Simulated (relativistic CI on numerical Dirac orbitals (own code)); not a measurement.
## Crystal-field levels of Pt4+, 5d6

Calculated by Dirac-Coulomb-Breit CI, separate exchange-only KLI orbitals for each configuration, QED by a radiative potential, valence Slater integrals scaled by 0.85, one configuration in a parametric crystal field (own radial code).

Field parameters in Wybourne normalisation: Oh B⁴₀ = 21Dq, B⁴₄ = √(5/14) B⁴₀. The field is a parameter set, without covalency.

S is read from ⟨S²⟩ = S(S + 1).

Site symmetry Oh; labels are those of the double group. Computed levels in cm⁻¹ above the lowest, in rising order:

```tsv
Δ (size of 10Dq)	Lowest	No. 2	No. 3	No. 4	No. 5	No. 6	No. 7	No. 8
8500	A1	300 E	558 T2	803 T1	4914 T2	6653 T1	10334 E	10576 A1
15300	A1	4201 E	5108 T1	5705 T2	8420 T2	11398 T1	11943 A1	15218 E
22100	A1	10527 E	11849 T1	12394 T2	16958 T2	18297 A1	19038 T1	21826 E
28900	A1	17179 E	18768 T2	18831 T1	25239 A1	26060 T1	27545 T2	28509 E
35700	A1	23826 E	25210 T2	25689 T1	31845 A1	32679 T1	34909 E	36145 T2
42500	A1	30485 E	31738 T2	32478 T1	38326 A1	39254 T1	41373 E	42962 T2
```

Ground-state S against |10Dq| in cm⁻¹: 8500: 1.53, 15300: 0.92, 22100: 0.52, 28900: 0.34, 35700: 0.24, 42500: 0.17.

The spin changes between |10Dq| = 8500 and 15300 cm⁻¹.
